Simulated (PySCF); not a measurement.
# How the method changes the constants of RuH

State: ⁴Σ⁻ (quartet), unpaired electrons σ ↑, δ ↑↑. Set-up: basis H def2-TZVPPD, Ru def2-TZVPPD with ECP28; scalar-relativistic core potentials; PySCF 2.14. De refers to H + Ru (4d7 5s1) in their high-spin ground configurations, without counterpoise correction. The functionals are run spin-unrestricted. A positive dipole means H(−)Ru(+).

```json
{"Level": "ROHF", "Re (Å)": "1.662", "ωe (cm⁻¹)": "1673", "De (eV)": "n/a", "μ (D)": "3.88", "CPU s a point (SCF and correlation, without the integrals)": "0.44"}
{"Level": "ROHF-MP2", "Re (Å)": "1.528", "ωe (cm⁻¹)": "2203", "De (eV)": "n/a", "μ (D)": "n/a", "CPU s a point (SCF and correlation, without the integrals)": "0.88"}
{"Level": "ROHF-SCS-MP2", "Re (Å)": "1.547", "ωe (cm⁻¹)": "2105", "De (eV)": "n/a", "μ (D)": "n/a", "CPU s a point (SCF and correlation, without the integrals)": "n/a"}
{"Level": "ROHF-CCSD", "Re (Å)": "1.579", "ωe (cm⁻¹)": "1981", "De (eV)": "2.61", "μ (D)": "n/a", "CPU s a point (SCF and correlation, without the integrals)": "n/a"}
{"Level": "ROHF-CCSD(T)", "Re (Å)": "1.574", "ωe (cm⁻¹)": "2005", "De (eV)": "2.75", "μ (D)": "n/a", "CPU s a point (SCF and correlation, without the integrals)": "50"}
{"Level": "LDA", "Re (Å)": "1.557", "ωe (cm⁻¹)": "2103", "De (eV)": "3.50", "μ (D)": "1.78", "CPU s a point (SCF and correlation, without the integrals)": "0.64"}
{"Level": "PBE", "Re (Å)": "1.573", "ωe (cm⁻¹)": "2018", "De (eV)": "2.88", "μ (D)": "1.95", "CPU s a point (SCF and correlation, without the integrals)": "0.96"}
{"Level": "r²SCAN", "Re (Å)": "1.574", "ωe (cm⁻¹)": "2035", "De (eV)": "2.82", "μ (D)": "2.16", "CPU s a point (SCF and correlation, without the integrals)": "1.2"}
{"Level": "PBE0", "Re (Å)": "1.577", "ωe (cm⁻¹)": "1990", "De (eV)": "2.63", "μ (D)": "2.31", "CPU s a point (SCF and correlation, without the integrals)": "1.9"}
{"Level": "r²SCAN0", "Re (Å)": "1.578", "ωe (cm⁻¹)": "1998", "De (eV)": "2.62", "μ (D)": "2.44", "CPU s a point (SCF and correlation, without the integrals)": "1.6"}
{"Level": "HSE06", "Re (Å)": "1.580", "ωe (cm⁻¹)": "1978", "De (eV)": "2.61", "μ (D)": "2.29", "CPU s a point (SCF and correlation, without the integrals)": "1.7"}
{"Level": "MN15", "Re (Å)": "1.556", "ωe (cm⁻¹)": "2100", "De (eV)": "3.40", "μ (D)": "2.18", "CPU s a point (SCF and correlation, without the integrals)": "1.8"}
{"Level": "M06-2X", "Re (Å)": "1.581", "ωe (cm⁻¹)": "1851", "De (eV)": "2.48", "μ (D)": "2.43", "CPU s a point (SCF and correlation, without the integrals)": "3.9"}
{"Level": "B2PLYP", "Re (Å)": "1.574", "ωe (cm⁻¹)": "2006", "De (eV)": "2.68", "μ (D)": "2.69", "CPU s a point (SCF and correlation, without the integrals)": "1.4"}
```

(1) Which functional lies closest to ROHF-CCSD(T) in De, which farthest, and by how much do they differ from it?

(2) What does a quarter of exact exchange do here, going from PBE to PBE0?

(3) What does the step from GGA to meta-GGA do here, going from PBE to r²SCAN?

Correlated steps freeze no core orbitals. The metal atom is held in its measured ground configuration; semilocal functionals can put another filling of s and d lower by some tenths of an eV, and De to that atom would be smaller. Spin–orbit coupling is left out, which matters for elements this heavy, above all for dissociation energies. B2PLYP dipoles, levels and charges come from its SCF part alone. With d or f electrons several states lie close, and the lowest PBE0 determinant need not be the measured ground state.

The whole job (state search and all levels along the bond) took about 12 min on 1 thread of Intel Xeon Platinum 8259CL @ 2.50GHz (shared host), peak memory 1.9 GiB.

## Answers

(1) Closest is r²SCAN (+0.0 pm in Re, +1.5 % in ωe, +0.07 eV in De against ROHF-CCSD(T) in the same basis), farthest LDA (-1.7 pm in Re, +4.9 % in ωe, +0.75 eV in De). CCSD(T) converges more slowly with the basis than the functionals do and binds too weakly in this one, so the order can change at the basis-set limit.

(2) PBE0 less PBE: +0.4 pm in Re, -1.4 % in ωe, -0.25 eV in De. Exact exchange removes part of the self-interaction that spreads semilocal densities, and in most molecules shortens and stiffens the bond and lowers De; here Re and ωe go the other way.

(3) r²SCAN less PBE: +0.1 pm in Re, +0.8 % in ωe, -0.06 eV in De.
